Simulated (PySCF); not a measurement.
## [Bi(SH)4]−: from a saddle point downhill

PySCF 2.14.0, RKS PBE0, Bi def2-SVP with ECP60, S def2-SVP, H def2-SVP; non-relativistic Hamiltonian with scalar-relativistic core potentials where named; density fitting; no spin-orbit coupling. Relaxed within the symmetry of its start, the geometry (S4) is

```xyz
9

Bi    0.0000    0.0000    0.0000
S     1.7046    1.6846    1.3206
H     2.6937    0.7994    1.0609
S    -1.7046   -1.6846    1.3206
H    -2.6937   -0.7994    1.0609
S     1.6846   -1.7046   -1.3206
H     0.7994   -2.6937   -1.0609
S    -1.6846    1.7046   -1.3206
H    -0.7994    2.6937   -1.0609
```

and its lowest harmonic modes are -48, -12, -12, 44, 50, 131 cm⁻¹ (negative: unstable). It was moved along the lowest mode and relaxed again, within the group C2 that the move left.

(1) Where does it end, and how much lower?

(2) How do the contacts change?

(3) Is the end a minimum?

State: singlet.

## Answers

(1) In C2, 0.411 eV lower, after 27 steps:
```xyz
9

Bi    0.0000    0.0000    0.9569
S     2.0802    1.8524    0.7145
H     2.5392    1.2938   -0.4272
S    -2.0802   -1.8524    0.7145
H    -2.5392   -1.2938   -0.4272
S     1.3687   -1.4998   -0.6298
H     0.2963   -2.3282   -0.6874
S    -1.3687    1.4998   -0.6298
H    -0.2963    2.3282   -0.6874
```

(2) 
```tsv
contact	saddle (Å)	end (Å)
Bi1–S2 (SH)	2.736	2.796
Bi1–S4 (SH)	2.736	2.796
Bi1–S6 (SH)	2.736	2.577
Bi1–S8 (SH)	2.736	2.577
```


(3) Yes; lowest modes 67, 80, 103, 109, 112, 174 cm⁻¹.
